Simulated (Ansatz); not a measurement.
Species: C$_{4}$H$_{12}$O$_{4}$Si, SMILES `CO[Si](OC)(OC)OC` (charge 0, multiplicity 1), formula C4H12O4Si.

Problem. How many basis functions does frozen-core CCSD(T)/cc-pVDZ // B3LYP-D3(BJ)/def2-SVP run with Ansatz (a first-principles code) use, how many core orbitals are frozen, and how many electrons are correlated?

Solution. 190 basis functions and 13 frozen orbitals, which leaves 56 correlated electrons. Core time is of the order of minutes.
